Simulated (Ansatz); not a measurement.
Ansatz (a quantum-chemistry and plane-wave program) input file for B(F)(NH2)(NMe2) (C2H8BFN2), SMILES FB(N)N(C)C, PBE-D3(BJ)/def2-SVP. 

Ansatz 0.2 input:
```yaml
crystal:
  periodic: [false, false, false]
  atoms:
    - {symbol: B, position_ang: [0.60902810, -0.45948096, 0.13392570]}
    - {symbol: F, position_ang: [1.52008503, -0.62859467, -0.85555379]}
    - {symbol: N, position_ang: [0.83706657, -1.16366211, 1.34052478]}
    - {symbol: H, position_ang: [0.20305991, -1.19533163, 2.12492404]}
    - {symbol: H, position_ang: [1.65734002, -1.74543316, 1.44705760]}
    - {symbol: N, position_ang: [-0.48889490, 0.40694928, -0.11324205]}
    - {symbol: C, position_ang: [-0.71904666, 1.00154787, -1.41270502]}
    - {symbol: C, position_ang: [-1.50124097, 0.71146513, 0.86878909]}
    - {symbol: H, position_ang: [-1.67775636, 0.66299012, -1.85305685]}
    - {symbol: H, position_ang: [-0.76152421, 2.10627318, -1.34996805]}
    - {symbol: H, position_ang: [0.08942816, 0.72778880, -2.10170402]}
    - {symbol: H, position_ang: [-1.66740366, 1.80308643, 0.94370522]}
    - {symbol: H, position_ang: [-2.47972907, 0.25135108, 0.62395530]}
    - {symbol: H, position_ang: [-1.20479624, 0.36294397, 1.86795894]}
basis:
  gaussian:
    orbitals: def2-SVP
hamiltonian:
  xc: pbe
  dispersion: d3bj
relax: {f_tol: 0.002, max_steps: 200}
```

Log of the run:

```
WARN ansatz: RAYON_NUM_THREADS=1 ignored (pool sized by the plan → 1); use --threads N
Functional definition: PBE
integrals: 0.07 GiB planned
1426 factors; their error is unknown
mean field: 0.39 GiB planned
mean field evaluation 1: about -8549.9274 eV, gradient 8.2e1 eV
mean field evaluation 2: about -8526.4928 eV, gradient 1.3e2 eV
mean field evaluation 4: about -8564.5169 eV, gradient 9.2e0 eV
mean field evaluation 8: about -8564.6561 eV, gradient 2.2e-1 eV
mean field evaluation 16: about -8564.5884 eV, gradient 3.0e-4 eV
mean field -8564.58836673 eV, -314.7428171908 hartree, gradient 4.8e-5 eV, S^2 0.000000; 0 other end points of the search recorded, 0 dependent functions left out
the calculation of the forces begins
reference -8564.58840239 eV, -314.7428185012 hartree; 24, 24 occupied and 100, 100 virtual orbitals, 1426 factors
relax step   1: F+E_penalty+E_count = -8564.85794324 eV  Δ(F+E_penalty+E_count) = +0.000e0 eV  max|allowed force component| = 2.756e-1 eV/Å  Δτ_max = 0.0000 Å  (29 SCF iters, accepted)
these checks for a lower state are left out or cut short: starts, cluster_reference, orbital_swaps, neighbouring_geometries, increment
integrals: 0.07 GiB planned
1426 factors; their error is unknown
mean field: 0.39 GiB planned
mean field -8564.60048726 eV, -314.7432626122 hartree, gradient 2.6e-5 eV, S^2 0.000000; 0 other end points of the search recorded, 0 dependent functions left out
the calculation of the forces begins
reference -8564.60052301 eV, -314.7432639257 hartree; 24, 24 occupied and 100, 100 virtual orbitals, 1426 factors
relax step   2: F+E_penalty+E_count = -8564.86933961 eV  Δ(F+E_penalty+E_count) = -1.140e-2 eV  max|allowed force component| = 1.089e-1 eV/Å  Δτ_max = 0.0103 Å  (31 SCF iters, accepted)
these checks for a lower state are left out or cut short: starts, cluster_reference, orbital_swaps, neighbouring_geometries, increment
integrals: 0.07 GiB planned
1426 factors; their error is unknown
mean field: 0.39 GiB planned
mean field evaluation 32: about -8564.6020 eV, gradient 2.6e-5 eV
mean field -8564.60204996 eV, -314.7433200403 hartree, gradient 2.6e-5 eV, S^2 0.000000; 0 other end points of the search recorded, 0 dependent functions left out
the calculation of the forces begins
reference -8564.60208573 eV, -314.7433213548 hartree; 24, 24 occupied and 100, 100 virtual orbitals, 1426 factors
relax step   3: F+E_penalty+E_count = -8564.87058078 eV  Δ(F+E_penalty+E_count) = -1.241e-3 eV  max|allowed force component| = 1.443e-2 eV/Å  Δτ_max = 0.0082 Å  (30 SCF iters, accepted)
these checks for a lower state are left out or cut short: starts, cluster_reference, orbital_swaps, neighbouring_geometries, increment
integrals: 0.07 GiB planned
1426 factors; their error is unknown
mean field: 0.39 GiB planned
mean field -8564.60201368 eV, -314.7433187071 hartree, gradient 2.6e-5 eV, S^2 0.000000; 0 other end points of the search recorded, 0 dependent functions left out
the calculation of the forces begins
reference -8564.60204943 eV, -314.7433200209 hartree; 24, 24 occupied and 100, 100 virtual orbitals, 1426 factors
relax step   4: F+E_penalty+E_count = -8564.87060952 eV  Δ(F+E_penalty+E_count) = -2.874e-5 eV  max|allowed force component| = 2.005e-2 eV/Å  Δτ_max = 0.0076 Å  (31 SCF iters, accepted)
these checks for a lower state are left out or cut short: starts, cluster_reference, orbital_swaps, neighbouring_geometries, increment
integrals: 0.07 GiB planned
1426 factors; their error is unknown
mean field: 0.39 GiB planned
mean field -8564.60206083 eV, -314.7433204396 hartree, gradient 2.6e-5 eV, S^2 0.000000; 0 other end points of the search recorded, 0 dependent functions left out
the calculation of the forces begins
reference -8564.60209658 eV, -314.7433217535 hartree; 24, 24 occupied and 100, 100 virtual orbitals, 1426 factors
relax step   5: F+E_penalty+E_count = -8564.87066483 eV  Δ(F+E_penalty+E_count) = -5.531e-5 eV  max|allowed force component| = 1.412e-2 eV/Å  Δτ_max = 0.0099 Å  (29 SCF iters, accepted)
these checks for a lower state are left out or cut short: starts, cluster_reference, orbital_swaps, neighbouring_geometries, increment
integrals: 0.07 GiB planned
1426 factors; their error is unknown
mean field: 0.39 GiB planned
mean field -8564.60201401 eV, -314.7433187190 hartree, gradient 2.6e-5 eV, S^2 0.000000; 0 other end points of the search recorded, 0 dependent functions left out
the calculation of the forces begins
reference -8564.60204974 eV, -314.7433200323 hartree; 24, 24 occupied and 100, 100 virtual orbitals, 1426 factors
relax step   6: F+E_penalty+E_count = -8564.87067328 eV  Δ(F+E_penalty+E_count) = -8.449e-6 eV  max|allowed force component| = 3.016e-2 eV/Å  Δτ_max = 0.0282 Å  (30 SCF iters, accepted)
these checks for a lower state are left out or cut short: starts, cluster_reference, orbital_swaps, neighbouring_geometries, increment
integrals: 0.07 GiB planned
1426 factors; their error is unknown
mean field: 0.39 GiB planned
mean field -8564.60208142 eV, -314.7433211965 hartree, gradient 2.6e-5 eV, S^2 0.000000; 0 other end points of the search recorded, 0 dependent functions left out
the calculation of the forces begins
reference -8564.60211717 eV, -314.7433225101 hartree; 24, 24 occupied and 100, 100 virtual orbitals, 1426 factors
relax step   7: F+E_penalty+E_count = -8564.87072062 eV  Δ(F+E_penalty+E_count) = -4.734e-5 eV  max|allowed force component| = 9.832e-3 eV/Å  Δτ_max = 0.0074 Å  (31 SCF iters, accepted)
these checks for a lower state are left out or cut short: starts, cluster_reference, orbital_swaps, neighbouring_geometries, increment
integrals: 0.07 GiB planned
1426 factors; their error is unknown
mean field: 0.39 GiB planned
mean field evaluation 64: about -8564.6021 eV, gradient 1.5e-5 eV
mean field -8564.60208591 eV, -314.7433213615 hartree, gradient 1.3e-5 eV, S^2 0.000000; 0 other end points of the search recorded, 0 dependent functions left out
the calculation of the forces begins
reference -8564.60212166 eV, -314.7433226752 hartree; 24, 24 occupied and 100, 100 virtual orbitals, 1426 factors
relax step   8: F+E_penalty+E_count = -8564.87072837 eV  Δ(F+E_penalty+E_count) = -7.745e-6 eV  max|allowed force component| = 5.680e-3 eV/Å  Δτ_max = 0.0016 Å  (21 SCF iters, accepted)
these checks for a lower state are left out or cut short: starts, cluster_reference, orbital_swaps, neighbouring_geometries, increment
integrals: 0.07 GiB planned
1426 factors; their error is unknown
mean field: 0.39 GiB planned
mean field -8564.60208530 eV, -314.7433213391 hartree, gradient 1.2e-5 eV, S^2 0.000000; 0 other end points of the search recorded, 0 dependent functions left out
the calculation of the forces begins
reference -8564.60212105 eV, -314.7433226528 hartree; 24, 24 occupied and 100, 100 virtual orbitals, 1426 factors
relax step   9: F+E_penalty+E_count = -8564.87073626 eV  Δ(F+E_penalty+E_count) = -7.895e-6 eV  max|allowed force component| = 3.049e-3 eV/Å  Δτ_max = 0.0060 Å  (23 SCF iters, accepted)
these checks for a lower state are left out or cut short: starts, cluster_reference, orbital_swaps, neighbouring_geometries, increment
integrals: 0.07 GiB planned
1426 factors; their error is unknown
mean field: 0.39 GiB planned
mean field -8564.60208307 eV, -314.7433212570 hartree, gradient 2.4e-5 eV, S^2 0.000000; 0 other end points of the search recorded, 0 dependent functions left out
the calculation of the forces begins
reference -8564.60211882 eV, -314.7433225707 hartree; 24, 24 occupied and 100, 100 virtual orbitals, 1426 factors
relax step  10: F+E_penalty+E_count = -8564.87073817 eV  Δ(F+E_penalty+E_count) = -1.907e-6 eV  max|allowed force component| = 2.473e-3 eV/Å  Δτ_max = 0.0025 Å  (22 SCF iters, accepted)
these checks for a lower state are left out or cut short: starts, cluster_reference, orbital_swaps, neighbouring_geometries, increment
integrals: 0.07 GiB planned
1426 factors; their error is unknown
mean field: 0.39 GiB planned
mean field -8564.60208073 eV, -314.7433211710 hartree, gradient 1.0e-5 eV, S^2 0.000000; 0 other end points of the search recorded, 0 dependent functions left out
the calculation of the forces begins
reference -8564.60211647 eV, -314.7433224846 hartree; 24, 24 occupied and 100, 100 virtual orbitals, 1426 factors
relax step  11: F+E_penalty+E_count = -8564.87073929 eV  Δ(F+E_penalty+E_count) = -1.121e-6 eV  max|allowed force component| = 8.554e-4 eV/Å  Δτ_max = 0.0020 Å  (22 SCF iters, accepted)
integrals: 0.07 GiB planned
1426 factors; their error is unknown
mean field: 0.39 GiB planned
mean field evaluation 96: about -8564.6702 eV, gradient 7.8e-2 eV
mean field -8564.60208073 eV, -314.7433211710 hartree, gradient 1.0e-5 eV, S^2 0.000000; 1 other end points of the search recorded, 0 dependent functions left out
the calculation of the forces begins
reference -8564.60211647 eV, -314.7433224846 hartree; 24, 24 occupied and 100, 100 virtual orbitals, 1426 factors
Total energy: -8564.87077504 eV, -314.7531955047 hartree
Atom 0 at     0.616564    -0.456316     0.133333 Å, force     0.000161    -0.000336     0.000855 eV/Å
Atom 1 at     1.541971    -0.611981    -0.856192 Å, force    -0.000136    -0.000005    -0.000172 eV/Å
Atom 2 at     0.833246    -1.171577     1.342877 Å, force     0.000431    -0.000470    -0.000611 eV/Å
Atom 3 at     0.168741    -1.237773     2.108685 Å, force    -0.000163     0.000396    -0.000097 eV/Å
Atom 4 at     1.658833    -1.755890     1.455967 Å, force    -0.000086     0.000139     0.000092 eV/Å
Atom 5 at    -0.487360     0.416469    -0.113284 Å, force    -0.000438     0.000492     0.000205 eV/Å
Atom 6 at    -0.722038     1.001443    -1.416872 Å, force     0.000207    -0.000092     0.000151 eV/Å
Atom 7 at    -1.496177     0.718992     0.874256 Å, force     0.000509     0.000035    -0.000623 eV/Å
Atom 8 at    -1.682629     0.650114    -1.864295 Å, force    -0.000073    -0.000053    -0.000143 eV/Å
Atom 9 at    -0.775322     2.114460    -1.363063 Å, force    -0.000055    -0.000036     0.000074 eV/Å
Atom 10 at     0.098121     0.727899    -2.105121 Å, force    -0.000058     0.000059     0.000075 eV/Å
Atom 11 at    -1.686162     1.816210     0.930582 Å, force    -0.000061    -0.000133     0.000046 eV/Å
Atom 12 at    -2.477422     0.232240     0.653916 Å, force    -0.000090    -0.000032     0.000125 eV/Å
Atom 13 at    -1.174752     0.397601     1.883824 Å, force    -0.000147     0.000036     0.000022 eV/Å
Dipole moment:    -0.250936    -0.036341     0.345072 e Å
```

The run converged.
